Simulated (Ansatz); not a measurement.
Input for Ansatz (an electronic-structure program): R-CCSD(T)/def2-SVP on GeH4OSi (SMILES [OH][Ge][SiH3]), a point of a torsion scan. The run froze 20 orbitals, filled d shells among them.

Ansatz 0.2 input:
```yaml
crystal:
  periodic: [false, false, false]
  atoms:
    - {symbol: O, position_ang: [2.09128845, -0.14944844, -0.47114061]}
    - {symbol: Ge, position_ang: [1.07326729, -1.16913873, 0.60777973]}
    - {symbol: Si, position_ang: [-0.47592943, -1.88526950, -1.16369215]}
    - {symbol: H, position_ang: [2.25690300, 0.78340164, -0.39209138]}
    - {symbol: H, position_ang: [0.08319744, -2.24129882, -2.47557061]}
    - {symbol: H, position_ang: [-1.32688260, -3.03263678, -0.79713755]}
    - {symbol: H, position_ang: [-1.45187021, -0.81658905, -1.46111048]}
basis:
  gaussian:
    orbitals: def2-SVP
magnetization: {spin_polarized: false}
correlation: {method: ccsd_t, electrons: outside_noble_gas}
scf: {lower_state_search: off}
```

It printed:

```
WARN ansatz: RAYON_NUM_THREADS=2 ignored (pool sized by the plan → 2); use --threads N
Functional definition: HF
these checks for a lower state are left out or cut short: stability, starts, cluster_reference, orbital_swaps, neighbouring_geometries, increment
integrals: 0.08 GiB planned
819 factors; integrals over basis functions are off by at most 1.0e-3 eV
mean field: 0.24 GiB planned
mean field evaluation 1: about -66421.4685 eV, gradient 3.5e1 eV
mean field evaluation 2: about -66421.4859 eV, gradient 3.5e1 eV
mean field evaluation 4: about -66424.3705 eV, gradient 2.8e0 eV
mean field evaluation 8: about -66424.4277 eV, gradient 6.7e-4 eV
mean field -66424.42766165 eV, -2441.0526924715 hartree, gradient 3.0e-6 eV, S^2 0.000000; 0 other end points of the search recorded, 0 dependent functions left out
20 core orbitals not correlated
reference -66424.42766165 eV, -2441.0526924715 hartree; 9, 9 occupied and 55, 55 virtual orbitals, 819 factors
second order -9.99485085 eV of doubles, -0.00000000 eV of singles
coupled cluster: 0.17 GiB planned
cycle   1  -10.64410139 eV  change   -6.5e-1 eV  update   1.0e-1
cycle   2  -11.01702700 eV  change   -3.7e-1 eV  update   3.6e-2
cycle   3  -11.13939578 eV  change   -1.2e-1 eV  update   2.3e-2
cycle   4  -11.13262776 eV  change    6.8e-3 eV  update   6.9e-3
cycle   5  -11.13078433 eV  change    1.8e-3 eV  update   3.3e-3
cycle   6  -11.13122600 eV  change   -4.4e-4 eV  update   1.4e-3
cycle   7  -11.13079969 eV  change    4.3e-4 eV  update   7.5e-4
cycle   8  -11.13094330 eV  change   -1.4e-4 eV  update   4.1e-4
cycle   9  -11.13115549 eV  change   -2.1e-4 eV  update   2.4e-4
cycle  10  -11.13100158 eV  change    1.5e-4 eV  update   1.2e-4
cycle  11  -11.13103433 eV  change   -3.3e-5 eV  update   5.9e-5
cycle  12  -11.13106009 eV  change   -2.6e-5 eV  update   2.1e-5
cycle  13  -11.13106280 eV  change   -2.7e-6 eV  update   9.9e-6
perturbative correction -0.29050619 eV, -0.0106759055 hartree
Total energy: -66435.84923064 eV, -2441.4724273901 hartree
Checks for a lower state left out: stability, starts, cluster_reference, orbital_swaps, neighbouring_geometries, increment
```

Self-consistency was reached.

Cost: very roughly 6 core-seconds.
